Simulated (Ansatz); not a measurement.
`[F][InH][CH2]BS`. Charge 0, multiplicity 1. In takes the def2 core potential. Geometry: relaxed with PBE0-D4/def2-TZVP. It is one conformer, not always the lowest.

```xyz
10

F     2.461    0.221   -0.319
In    0.938   -0.964   -0.728
C    -0.701    0.456   -0.767
B    -1.143    0.141    0.658
S    -0.137    0.480    2.118
H     1.359   -2.598   -0.903
H    -1.414    0.260   -1.564
H    -0.128    1.371   -0.930
H    -2.117   -0.510    0.903
H     0.882    1.142    1.531
```

(1) What is the dipole moment at ωB97M-V/def2-TZVPP? (Estimate.)

(2) And with PBE, r2SCAN, B3LYP? (Estimate.)

(3) Give the Mulliken charges with ωB97M-V, PBE, B3LYP in def2-TZVPP. (An estimate is asked.)

Answers

(1) The calculation gave: 2.85 D, with components (-1.80, -1.15, -1.89) D in this frame, pointing from negative to positive charge.

(2) Computed: PBE 2.57 D, r2SCAN 2.74 D, B3LYP 2.81 D.

(3) Ansatz gave: 
```csv
atom,ωB97M-V,PBE,B3LYP
F1,-0.52,-0.47,-0.52
In2,0.73,0.70,0.79
C3,-0.44,-0.34,-0.39
B4,-0.14,-0.08,-0.07
S5,-0.14,-0.15,-0.17
H6,-0.04,-0.08,-0.09
H7,0.15,0.13,0.13
H8,0.18,0.14,0.15
H9,0.08,0.02,0.03
H10,0.14,0.13,0.13
```

B3LYP here is the variant with VWN-RPA as its local correlation; programs differ in this.
